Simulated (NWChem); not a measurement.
Species: C3H8Te; SMILES CC[Te]C

```xyz
12

Te     0.3147    -0.5566     0.0499
C     -1.8260    -0.7326    -0.1079
H     -2.0847    -1.7692     0.1472
H     -2.1444    -0.5220    -1.1372
H     -2.3213    -0.0532     0.5973
C      0.3796     1.5154    -0.5867
C     -0.2220     2.5033     0.3920
H     -0.1124     1.5530    -1.5701
H      1.4503     1.7098    -0.7543
H      0.2864     2.4667     1.3669
H     -1.2910     2.3073     0.5673
H     -0.1386     3.5328     0.0033
```
Atoms are numbered in this order, from 1.

Computed with NWChem. The geometry was optimised at PBE0/def2-SVP (def2 core potentials past Kr). Not confirmed as a minimum by frequencies.

**Question.** What does the run give for PBE/STO-3G, non-relativistic? Quantities: highest occupied level (eV); orbital gap (eV); dipole (D).

**Answer.** 
| Item | Value |
|---|---|
| highest occupied level (eV) | -2.38 |
| orbital gap (eV) | 4.90 |
| dipole (D) | 1.73 |
